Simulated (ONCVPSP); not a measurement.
Ranking ONCV potentials for H (Z = 1)

All share these settings but for the change named:

```json
{
 "Element": "hydrogen (H)",
 "Generator": "ONCVPSP 4.0.1",
 "Type": "optimised norm-conserving Vanderbilt (ONCV)",
 "Functional": "PW91",
 "Relativity": "scalar-relativistic",
 "Frozen core": "none",
 "Valence charge": "1",
 "Reference configuration": "1s1",
 "Partial waves": "1s: rc 0.85 bohr, ncon 4, nbas 9, qcut 9.8 1/bohr, 2 projectors, debl 3.8 Ha; p scattering state at 0.27 Ha: rc 0.70 bohr, ncon 5, nbas 8, qcut 11.5 1/bohr, 1 projector",
 "Local potential": "polynomial inside 0.45 bohr (lpopt 1, dvloc0 3 Ha)",
 "Core correction": "none"
}
```

Cutoff: the first of the cutoffs (Ha) at which the residual kinetic energy of the hardest occupied pseudo-wave falls to 1 and 0.1 mHa per electron; the density cutoff is not measured.

The base gives 23 Ha.

Of 8 variants that were run, those that failed, showed a ghost or another fault, or gave nearly equal values are left out.

A variant can come out equal or close to the base.

Problem. Rank these variants from softest to hardest (loose cutoff).
A. s: qcut 9.9; p: qcut 11.6
B. s: qcut 6.7; p: qcut 7.9
C. s: qcut 14.2; p: qcut 16.7

Solution. B (19 Ha), A (24 Ha), C (29 Ha).
